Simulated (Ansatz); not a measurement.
Ansatz results at the PBE0-D4/def2-TZVP geometry: HOMO–LUMO gap (PBE/def2-TZVPP) 2.75 eV; HOMO–LUMO gap (ωB97M-V/def2-TZVPP) 7.87 eV; HOMO energy (PBE0/def2-TZVPP) -6.54 eV.

Q: Which molecule gave them?
A. `N=c1sss1`
B. `C[SiH]1N=C1F`
C. `[SiH3][SiH2]C[TeH]`
D. `[CH3][Al]([AlH2])[SiH3]`

A: D. The others give `C[SiH]1N=C1F`: 4.52, 10.78, -7.23; `[SiH3][SiH2]C[TeH]`: 3.48, 9.20, -6.29; `N=c1sss1`: 1.77, 8.00, -6.40.
